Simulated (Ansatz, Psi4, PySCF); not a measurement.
Noncovalent pair: C2H4 (SMILES C=C) (first 6 atoms) with C3H8 (SMILES CCC); geometry from B3LYP-D3(BJ)/def2-TZVP.
(charge 0, multiplicity 1):
```json
[
 {"atom": "C", "x (Å)": "0.6473", "y (Å)": "-0.3392", "z (Å)": "0.2789"},
 {"atom": "C", "x (Å)": "-0.5402", "y (Å)": "0.2366", "z (Å)": "0.1678"},
 {"atom": "H", "x (Å)": "1.4945", "y (Å)": "0.1819", "z (Å)": "0.7076"},
 {"atom": "H", "x (Å)": "0.8201", "y (Å)": "-1.3562", "z (Å)": "-0.0516"},
 {"atom": "H", "x (Å)": "-1.3892", "y (Å)": "-0.2846", "z (Å)": "-0.2576"},
 {"atom": "H", "x (Å)": "-0.7131", "y (Å)": "1.2534", "z (Å)": "0.4994"},
 {"atom": "C", "x (Å)": "-1.1920", "y (Å)": "-0.5101", "z (Å)": "3.9632"},
 {"atom": "C", "x (Å)": "0.3325", "y (Å)": "-0.4576", "z (Å)": "3.9872"},
 {"atom": "C", "x (Å)": "0.8734", "y (Å)": "0.9658", "z (Å)": "3.8881"},
 {"atom": "H", "x (Å)": "-1.5595", "y (Å)": "-1.5346", "z (Å)": "4.0494"},
 {"atom": "H", "x (Å)": "-1.6184", "y (Å)": "0.0685", "z (Å)": "4.7868"},
 {"atom": "H", "x (Å)": "-1.5784", "y (Å)": "-0.0954", "z (Å)": "3.0295"},
 {"atom": "H", "x (Å)": "0.7258", "y (Å)": "-1.0535", "z (Å)": "3.1592"},
 {"atom": "H", "x (Å)": "0.7015", "y (Å)": "-0.9246", "z (Å)": "4.9054"},
 {"atom": "H", "x (Å)": "1.9652", "y (Å)": "0.9831", "z (Å)": "3.8958"},
 {"atom": "H", "x (Å)": "0.5376", "y (Å)": "1.4464", "z (Å)": "2.9663"},
 {"atom": "H", "x (Å)": "0.5246", "y (Å)": "1.5777", "z (Å)": "4.7239"}
]
```

Interaction energies are E(AB) − E(A) − E(B) at the monomers' geometry in the complex; basis-set methods are counterpoise corrected.

Correlated levels freeze the cores.

Run with Ansatz (Gaussian basis) for Hartree–Fock, density functionals and correlated methods; Psi4 for SAPT; PySCF for the dispersion terms. Values without a source in brackets are computed.

Q: What is the computed interaction energy (revPBE-D3(BJ)/def2-TZVPPD)?

A: -7 kJ/mol

Ansatz is a quantum-chemistry and plane-wave program.
